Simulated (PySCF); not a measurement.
B3LYP has the VWN-RPA correlation part, as in Gaussian. Excitations are Tamm–Dancoff values on a coarser integration grid. The basis has no diffuse functions, so Rydberg states are missing or too high.

Z-matrix (Å, degrees):
```
O
C 1 1.4300
H 2 1.0966 1 107.02
H 2 1.1012 3 109.98 1 -118.79
H 2 1.1027 3 109.95 4 -121.30
C 1 1.4301 2 114.28 3 -177.40
H 6 1.0966 1 107.01 2 177.23
H 6 1.1012 7 110.01 1 118.78
H 6 1.1028 7 109.95 8 121.32
Al 1 2.0076 2 118.39 3 35.53
H 10 1.5985 1 98.57 2 -46.89
H 10 1.5986 11 119.25 3 128.22
H 10 1.6036 11 116.88 3 -81.93
```
Charge 0, spin multiplicity 1.

Give the S1 oscillator strength, S1 excitation (TDA) and LUMO at the level B3LYP-D3(BJ)/def2-TZVP // B3LYP-D3(BJ)/def2-SVP in PySCF.


```json
{
  "S1 oscillator strength": "0.006",
  "S1 excitation (TDA)": "6.14 eV",
  "LUMO": "-0.08 eV"
}
```
